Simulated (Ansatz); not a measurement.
`[F][GeH2][Cl]` and `[F][GeH2][I]` differ in one atom or group.

Ansatz, PBE0-D4/def2-TZVP geometries, multiplicity 1. 

Elements past krypton have def2 core potentials. Outer-core shells of Ge, I are correlated without core-valence functions. Scalar relativity is left out up to krypton. Spin–orbit coupling is left out.

```
                                            property  `[F][GeH2][Cl]`
                 LUMO energy (B3LYP/def2-TZVPP) / eV            -0.60
             HOMO–LUMO gap (ωB97M-V/def2-TZVPP) / eV            13.12
                 HOMO energy (B3LYP/def2-TZVPP) / eV            -8.95
                HOMO–LUMO gap (PBE0/def2-TZVPP) / eV             8.95
    size of the dipole moment (B3LYP/def2-TZVPP) / D             2.25
vertical ionisation energy (CCSD(T)/def2-TZVPP) / eV            11.85
```

(1) What does the change do to each property? (Estimate.)

Results:

(1) Computed: 
| property | `[F][GeH2][I]` | shift |
| --- | --- | --- |
| LUMO energy (B3LYP/def2-TZVPP) / eV | -1.48 | -0.88 |
| HOMO–LUMO gap (ωB97M-V/def2-TZVPP) / eV | 10.74 | -2.38 |
| HOMO energy (B3LYP/def2-TZVPP) / eV | -7.69 | 1.26 |
| HOMO–LUMO gap (PBE0/def2-TZVPP) / eV | 6.75 | -2.20 |
| size of the dipole moment (B3LYP/def2-TZVPP) / D | 1.96 | -0.29 |
| vertical ionisation energy (CCSD(T)/def2-TZVPP) / eV | 10.18 | -1.67 |

With PBE0 the HOMO rises by 1.28 eV and the LUMO falls by 0.92 eV, so the gap narrows by about 2.20 eV. PBE moves the HOMO by 1.02 eV and ωB97M-V by 1.40 eV. Dipoles are sizes alone; their direction can turn.

B3LYP here is the variant with VWN-RPA as its local correlation; programs differ in this.
